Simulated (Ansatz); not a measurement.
`C[SiH2][SiH2]F` + CH₃OH → `CO[SiH2][SiH2]F` + CH₄ at 298.15 K and 1 bar (ligand exchange at the Si–C bond).

Computed with Ansatz on PBE0-D4/def2-TZVP structures; ΔE is electronic, products minus reactants. CBS: MP2 limit from def2 TZ/QZ plus the TZ coupled-cluster correction, frozen cores. This one scheme is used for every species. Each species was taken in one conformer, which may not be the lowest.

```csv
species,CCSD(T)/CBS energy (Eh),H − E (kJ/mol),S (J/(mol·K))
`C[SiH2][SiH2]F`,-720.27653,214.8,350.6
CH₃OH,-115.61712,146.3,238.2
`CO[SiH2][SiH2]F`,-795.46506,233.5,384.5
CH₄,-40.46206,127.4,186.2
```

H − E and S are ideal-gas, rigid-rotor, harmonic terms from PBE0-D4/def2-TZVP, for one conformer and one mirror image of each species. 1 Eh = 2625.50 kJ/mol, R = 8.31446 J/(mol·K).

By hand: ΔE, ΔH, ΔS and ΔG.

ΔE = (-795.46506) + (-40.46206) − (-720.27653) − (-115.61712) = -0.03347 Eh = -87.9 kJ/mol. Δ(H − E) = 233.5 + 127.4 − 214.8 − 146.3 = -0.2, so ΔH = -88.1 kJ/mol. ΔS = 384.5 + 186.2 − 350.6 − 238.2 = -18.1 J/(mol·K). ΔG = -88.1 − 298.15 × (-18.1)/1000 = -82.7 kJ/mol.

By hand: the equilibrium constant, and the temperature at which ΔG would vanish if ΔH and ΔS stayed fixed.

log₁₀ K = −ΔG/(RT ln 10) = 14.5. ΔG = 0 at ΔH/ΔS = 4867 K, far beyond where these terms or the molecules hold.

ΔH outweighs TΔS. A doubt of 5 kJ/mol in ΔE shifts log₁₀ K by 0.9 here. Other conformers and mirror images would add mixing entropy, several J/(mol·K) or more a flexible species. Modes under 60 cm⁻¹, often nearly free rotors, make the harmonic entropy too high. These are equilibria of isolated gas molecules and say nothing of rates. Largest T1 diagnostic: 0.012 (customary marks: 0.02 for closed shells, 0.045 for open ones).
